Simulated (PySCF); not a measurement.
## UHF on Ar⁺ (argon, charge +1)

Configuration: [Ne] 3s2 3p4 4s1, high-spin 4P determinant (an excited configuration). All numbers are calculated (PySCF 2.14, the spin-free X2C one-electron Hamiltonian (Gaussian nucleus), in x2c-TZVPPall with one added diffuse shell each of s, p, d type (6s6p4d1f, 51 functions)).

| Item | Value |
| --- | --- |
| Total energy | -527.489514 hartree |
| One-electron energy | -717.1570 hartree |
| Hartree (Coulomb) energy | 219.4553 hartree |
| Exchange energy | -29.7878 hartree |
| ⟨S²⟩ | 3.7592 |
| ⟨L²⟩ | 2.054 |
| Sum of ⟨r⟩ | 15.52 bohr |
| Sum of ⟨r²⟩ | 30.64 bohr² |
| Traceless quadrupole moment −½Σ⟨3z² − r²⟩ along its main axis | -0.396 e·bohr² |
| Langevin diamagnetic susceptibility | -24.3 ×10⁻⁶ cm³/mol |

```
shell  electrons  mean orbital energy (eV)  spread (eV)  rms radius, mean of both spins (bohr)
 1s α          1                   -3263.5            0                                 0.0991
 1s β          1                   -3262.5            0                                 0.0991
 2s α          1                   -359.99            0                                  0.446
 2s β          1                   -359.01            0                                  0.446
 2p α          3                   -283.03        0.916                                  0.417
 2p β          3                   -281.43        0.744                                  0.417
 3s α          1                   -56.266            0                                   1.44
 3s β          1                   -47.972            0                                   1.44
 3p α          3                   -35.732        2.510                                   1.61
 3p β          1                   -32.486            0                                   1.61
 4s α          1                   -10.330            0                                   3.83
```

The outer electron is Rydberg-like, and this basis confines it to a smaller radius and binds it less than a complete one would.

Densities and radii are taken from the X2C orbitals without a picture-change correction, which distorts them close to the nucleus.

Spin-orbit constants ζ (cm⁻¹) from the X2C one-electron operator on these orbitals: bare nucleus, nucleus screened by l(l+1)(2l+1)/3 electrons, and screened by the Breit-Pauli mean field of the electrons.

```tsv
shell	bare	screened nucleus	mean field
2p	13110	11650	10990
3p	1230	1093	1023
```

To first order the Landé constant is A = -340.9 cm⁻¹, so the lowest level has J = 5/2 and lies 0.0634 eV below the centre of the term. This holds in LS coupling only.
